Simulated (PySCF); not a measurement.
Si(H)(Et)(OH)2 (C2H8O2Si), SMILES O[SiH](CC)O.

Geometry optimised at PBE0-D3(BJ)/def2-SVP. One conformer was computed; it need not be the lowest.

Two levels are set side by side: PBE/def2-TZVP (PySCF) and r2SCAN/def2-TZVP (PySCF). Same geometry, gas phase. Differences are taken from unrounded values.

| quantity | r2SCAN |
|---|---|
| orbital gap (eV) | 7.53 |
| highest occupied level (eV) | -7.20 |
| lowest empty level (eV) | 0.33 |
| dipole moment (D) | 1.85 |
| mean polarisability (bohr³) | 56.2 |

Problem. What does PBE give, and how far is it from r2SCAN? (An estimate is asked for; the answer gives what the named calculation found.)

Solution. 
```
quantity                       PBE  PBE minus r2SCAN
---------------------------  -----  ----------------
orbital gap (eV)              6.58             -0.94
highest occupied level (eV)  -6.89              0.30
lowest empty level (eV)      -0.31             -0.64
dipole moment (D)             1.79             -0.06
mean polarisability (bohr³)   58.0               1.8
```

Rough cost on one machine, each run with all the roots and properties that it gave: r2SCAN against PBE about 4 times.
